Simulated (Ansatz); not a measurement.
`CN[AsH]C` + H₂O → `CN[AsH]O` + CH₄  (formal hydrolysis of the As–C bond)

Isolated molecules relaxed with PBE0-D4/def2-TZVP in Ansatz; ΔE leaves out vibrations. CCSD(T)/CBS adds triple-zeta CCSD(T) − MP2 to the extrapolated MP2 energy (def2 sets, frozen cores). This one scheme is used for every species. For As outer-core shells are correlated without core-valence functions, which leaves a few kJ/mol of doubt a bond. Scalar relativity is left out up to krypton. One conformer a species, not always the lowest.

`CN[AsH]C`:

```xyz
12

C    -0.945    1.783    0.548
N    -0.199    0.757   -0.154
As    0.255   -0.742    0.833
C     1.319   -1.609   -0.564
H    -0.978    2.695   -0.055
H    -1.980    1.508    0.800
H    -0.433    2.028    1.482
H    -0.635    0.523   -1.036
H    -0.989   -1.625    0.598
H     1.538   -2.634   -0.260
H     2.255   -1.061   -0.673
H     0.793   -1.623   -1.519
```

H₂O:

Cartesian coordinates in Å:
```
O -0.338 0.005 0.193
H 0.478 -0.426 0.456
H -0.140 0.421 -0.649
```

`CN[AsH]O`:

Cartesian coordinates in Å:
```
C -0.458 -1.176 0.331
N -0.722 0.215 0.642
As 0.501 1.516 0.287
O 1.088 1.113 -1.381
H -0.393 -1.383 -0.744
H -1.238 -1.809 0.762
H 0.494 -1.467 0.782
H -1.660 0.501 0.403
H 1.645 0.725 0.913
H 0.742 1.766 -1.995
```

CH₄:

```xyz
5

C     0.000    0.000    0.000
H    -0.232    0.061    1.063
H    -0.556    0.768   -0.538
H    -0.281   -0.983   -0.377
H     1.068    0.154   -0.148
```

| level | ΔE (kJ/mol) |
| --- | --- |
| CCSD/def2-TZVPP | -36.6 |
| HF/CBS(def2) | -45.6 |

(1) What does CCSD(T)/CBS give? (Best estimate.)

Largest T1 diagnostic among the species: 0.012.

Answers

(1) Computed: -36.9 kJ/mol. The listed levels differ from it by 0.3, -8.7 kJ/mol.

In def2-TZVPP, CCSD(T) changes the Hartree–Fock value by +6.9 kJ/mol (the triples alone add −1.1 kJ/mol) and MP2 by +7.5 kJ/mol. The D4 term adds +3.2 kJ/mol with B3LYP and +1.7 kJ/mol with PBE0; it sums over pairs of atoms, weighted by their polarisabilities, and B3LYP, whose exchange is more repulsive, gets the larger term. From PBE to PBE0 (25 % exact exchange), in def2-TZVPP and without D4, ΔE moves by +6.7 kJ/mol.

B3LYP here is the variant with VWN-RPA as its local correlation; programs differ in this.
